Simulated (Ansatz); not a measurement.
`[BH2][GeH2][O][SiH2]F` + `CO[CH2][AlH][OH]` → `[OH][AlH][CH2]O[SiH2]F` + `[BH2][GeH2][O]C`  (redistribution)

Calculated with Ansatz (gas phase, PBE0-D4/def2-TZVP geometries, no zero-point term in ΔE). CCSD(T)/CBS adds triple-zeta CCSD(T) − MP2 to the extrapolated MP2 energy (def2 sets, frozen cores). Functionals use def2-TZVPP. B3LYP here is the variant with VWN-RPA as its local correlation; programs differ in this. For Ge outer-core shells are correlated without core-valence functions, which leaves a few kJ/mol of doubt a bond. Scalar relativity is left out up to krypton. Each species was taken in one conformer, which may not be the lowest.

| level | ΔE (kJ/mol) |
| --- | --- |
| B3LYP | 27.0 |
| SCS-MP2/def2-QZVPP | 29.1 |

(1) What does CCSD(T)/CBS give? (An estimate is asked.)

Largest T1 diagnostic among the species: 0.013.

## Answers

(1) The calculation gave: +28.0 kJ/mol. The listed levels differ from it by -1.0, 1.1 kJ/mol.

In def2-TZVPP, CCSD(T) changes the Hartree–Fock value by −4.7 kJ/mol (the triples alone add −0.7 kJ/mol) and MP2 by −4.5 kJ/mol. From PBE to PBE0 (25 % exact exchange), in def2-TZVPP and without D4, ΔE moves by +3.1 kJ/mol.
